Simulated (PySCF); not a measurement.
F2Zn, charge +1, doublet (typed; the unrestricted solution is spin-contaminated), geometry from GFN2-xTB (such geometries of metal compounds can be far from the true shape) (a state made from the parent by changing its charge; the spin is typed, not shown lowest); PySCF with PBE0/STO-3G.

The PySCF input:
```python
from pyscf import gto, scf, dft

mol = gto.Mole()
mol.atom = '''
    Zn    0.12354814    0.24440345    0.24927362
    F    -0.42372069    0.69631363   -1.38959384
    F     0.01189356   -1.51099178    0.55868176
'''
mol.basis = 'sto-3g'
mol.charge = 1
mol.spin = 1
mol.verbose = 4
mol.build()

mf = dft.UKS(mol)
mf.xc = 'pbe0'
mf.kernel()
```

It wrote (shortened):

```
PySCF version 2.14.0

[INPUT] verbose = 4
[INPUT] num. atoms = 3
[INPUT] num. electrons = 47
[INPUT] charge = 1
[INPUT] spin (= nelec alpha-beta = 2S) = 1
[INPUT] symmetry False subgroup None
[INPUT] Mole.unit = angstrom
[INPUT] Symbol           X                Y                Z      unit          X                Y                Z       unit  Magmom
[INPUT]  1 Zn     0.123548140000   0.244403450000   0.249273620000 AA    0.233472147799   0.461855584399   0.471058871879 Bohr   0.0
[INPUT]  2 F     -0.423720690000   0.696313630000  -1.389593840000 AA   -0.800716057412   1.315842057502  -2.625951781983 Bohr   0.0
[INPUT]  3 F      0.011893560000  -1.510991780000   0.558681760000 AA    0.022475571046  -2.855360640669   1.055755517190 Bohr   0.0

nuclear repulsion = 174.404256778565
number of shells = 14
number of NR pGTOs = 84
number of NR cGTOs = 28
basis = sto-3g
ecp = {}

******** <class 'pyscf.dft.uks.UKS'> ********
method = UKS
initial guess = minao
damping factor = 0
level_shift factor = 0
DIIS = <class 'pyscf.scf.diis.CDIIS'>
diis_start_cycle = 1
diis_space = 8
diis_damp = 0
SCF conv_tol = 1e-09
SCF conv_tol_grad = None
SCF max_cycles = 50
direct_scf = True
direct_scf_tol = 1e-13
number electrons alpha = 24  beta = 23
XC library pyscf.dft.libxc version 7.1.2
    S. Lehtola, C. Steigemann, M. J. T. Oliveira, and M. A. L. Marques,  SoftwareX 7, 1–5 (2018)
XC functionals = pbe0
    C. Adamo and V. Barone,  J. Chem. Phys. 110, 6158 (1999)
    M. Ernzerhof and G. E. Scuseria,  J. Chem. Phys. 110, 5029 (1999)
radial grids:
    Treutler-Ahlrichs [JCP 102, 346 (1995); DOI:10.1063/1.469408] (M4) radial grids

becke partition: Becke, JCP 88, 2547 (1988); DOI:10.1063/1.454033
pruning grids: <function nwchem_prune>
grids dens level: 3
symmetrized grids: False
atomic radii adjust function: <function treutler_atomic_radii_adjust>
small_rho_cutoff = 0
Set gradient conv threshold to 3.16228e-05
tot grids = 49168
init E= -1952.93265712252

cycle= 1 E= -1943.92371251938  delta_E= 9.01  |g|= 3.97  |ddm|= 3.75

cycle= 2 E= -1943.81634874059  delta_E= 0.107  |g|= 1.73  |ddm|=  4.5
cycle= 3 E= -1933.853192781  delta_E= 9.96  |g|= 0.928  |ddm|= 4.54
cycle= 4 E= -1943.39467680814  delta_E= -9.54  |g|= 1.44  |ddm|= 4.47
cycle= 5 E= -1945.16130812274  delta_E= -1.77  |g|= 2.15  |ddm|= 1.03
cycle= 6 E= -1950.82055972814  delta_E= -5.66  |g|= 1.95  |ddm|= 2.32

cycle= 7 E= -1953.28792670145  delta_E= -2.47  |g|= 1.09  |ddm|= 2.37
cycle= 8 E= -1953.44391664035  delta_E= -0.156  |g|= 0.989  |ddm|= 1.22
cycle= 9 E= -1953.52378004863  delta_E= -0.0799  |g|= 0.932  |ddm|= 0.871
cycle= 10 E= -1954.14537656344  delta_E= -0.622  |g|= 0.643  |ddm|= 1.94
cycle= 11 E= -1954.03961370109  delta_E= 0.106  |g|= 0.721  |ddm|= 1.59
cycle= 12 E= -1934.66150735166  delta_E= 19.4  |g|= 2.21  |ddm|= 5.31
cycle= 13 E= -1954.28661227606  delta_E= -19.6  |g|= 0.78  |ddm|= 4.66
cycle= 14 E= -1954.20707651819  delta_E= 0.0795  |g|= 0.768  |ddm|= 0.226
cycle= 15 E= -1954.37681034051  delta_E= -0.17  |g|= 0.669  |ddm|= 0.34
cycle= 16 E= -1954.73566197131  delta_E= -0.359  |g|= 0.386  |ddm|= 1.59
cycle= 17 E= -1954.84948893465  delta_E= -0.114  |g|= 0.127  |ddm|= 0.544
cycle= 18 E= -1954.86214530761  delta_E= -0.0127  |g|= 0.0738  |ddm|= 0.179
cycle= 19 E= -1954.87233635292  delta_E= -0.0102  |g|= 0.0693  |ddm|= 0.331
cycle= 20 E= -1954.87538336675  delta_E= -0.00305  |g|= 0.0707  |ddm|= 0.172
cycle= 21 E= -1954.8767463612  delta_E= -0.00136  |g|= 0.067  |ddm|= 0.123
cycle= 22 E= -1954.87979076815  delta_E= -0.00304  |g|= 0.0149  |ddm|= 0.154
cycle= 23 E= -1954.88029502116  delta_E= -0.000504  |g|= 0.00794  |ddm|= 0.147
cycle= 24 E= -1954.88049367175  delta_E= -0.000199  |g|= 0.00249  |ddm|= 0.0601
cycle= 25 E= -1954.88050871808  delta_E= -1.5e-05  |g|= 0.00046  |ddm|= 0.0139
cycle= 26 E= -1954.88051034402  delta_E= -1.63e-06  |g|= 0.000268  |ddm|= 0.00511
cycle= 27 E= -1954.88051087182  delta_E= -5.28e-07  |g|= 0.000206  |ddm|= 0.00214
cycle= 28 E= -1954.88051115155  delta_E= -2.8e-07  |g|= 0.000172  |ddm|= 0.00118
cycle= 29 E= -1954.8805115741  delta_E= -4.23e-07  |g|= 0.000162  |ddm|= 0.00186
cycle= 30 E= -1954.88051207644  delta_E= -5.02e-07  |g|= 0.000157  |ddm|= 0.0023
cycle= 31 E= -1954.88051285866  delta_E= -7.82e-07  |g|= 0.000154  |ddm|= 0.00368
cycle= 32 E= -1954.88051461588  delta_E= -1.76e-06  |g|= 0.000148  |ddm|= 0.00862
cycle= 33 E= -1954.88051709828  delta_E= -2.48e-06  |g|= 0.000143  |ddm|= 0.0132
cycle= 34 E= -1954.88051749652  delta_E= -3.98e-07  |g|= 0.000143  |ddm|= 0.00215
cycle= 35 E= -1954.88051766282  delta_E= -1.66e-07  |g|= 0.000143  |ddm|= 0.000857
cycle= 36 E= -1954.880517615  delta_E= 4.78e-08  |g|= 0.000143  |ddm|= 0.000241
cycle= 37 E= -1954.88051742774  delta_E= 1.87e-07  |g|= 0.000142  |ddm|= 0.00095
cycle= 38 E= -1954.88051673391  delta_E= 6.94e-07  |g|= 0.000142  |ddm|= 0.00359
cycle= 39 E= -1954.88051422181  delta_E= 2.51e-06  |g|= 0.000135  |ddm|= 0.0137
cycle= 40 E= -1954.88050891687  delta_E= 5.3e-06  |g|= 0.000119  |ddm|= 0.0327
cycle= 41 E= -1954.88050647494  delta_E= 2.44e-06  |g|= 0.000108  |ddm|= 0.0188
cycle= 42 E= -1954.88050470641  delta_E= 1.77e-06  |g|= 0.000102  |ddm|= 0.0156
cycle= 43 E= -1954.88050442434  delta_E= 2.82e-07  |g|= 9.87e-05  |ddm|= 0.00382
cycle= 44 E= -1954.88050384172  delta_E= 5.83e-07  |g|= 9.06e-05  |ddm|= 0.00844
cycle= 45 E= -1954.88050296118  delta_E= 8.81e-07  |g|= 7.82e-05  |ddm|= 0.0162
cycle= 46 E= -1954.88050289523  delta_E= 6.6e-08  |g|= 7.33e-05  |ddm|= 0.00761
cycle= 47 E= -1954.88050264189  delta_E= 2.53e-07  |g|= 6.29e-05  |ddm|= 0.0115
cycle= 48 E= -1954.88050258944  delta_E= 5.25e-08  |g|= 4.75e-05  |ddm|= 0.00854
cycle= 49 E= -1954.88050261617  delta_E= -2.67e-08  |g|= 4.11e-05  |ddm|= 0.00524
cycle= 50 E= -1954.88050264983  delta_E= -3.37e-08  |g|= 3.84e-05  |ddm|= 0.0025
SCF not converged.
SCF energy = -1954.88050264983 after 50 cycles  <S^2> = 1.3208652  2S+1 = 2.5066832
```

The run did not converge; its last values are not results.
